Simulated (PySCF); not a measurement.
C₃H₉In, SMILES C[CH2][InH][CH3].

Coordinates come from a r2SCAN-D4/def2-SVP optimisation. The structure was generated by enumeration; whether it is a known compound was not checked. The def2 effective core potentials stand for the cores of In; spin–orbit coupling is left out. One conformer was computed; it need not be the lowest.

These are PySCF with PBE/def2-TZVP values and carry that method's errors.

Isolated molecule, no solvent.

Computed frontier levels, gap, dipole moment and polarisability:
| Property | Value |
|---|---|
| highest occupied level | -5.70 eV |
| lowest empty level | -1.95 eV |
| orbital gap | 3.75 eV |
| dipole moment | 0.75 D |
| quadrupole, principal values (traceless, Buckingham form, about the centre of nuclear charge) | -4.21, -2.61, 6.82 D·Å |
| mean static polarisability | 80.3 bohr³ (11.90 Å³) |
| polarisability, principal values | 58.8, 78.6, 103.6 bohr³ |
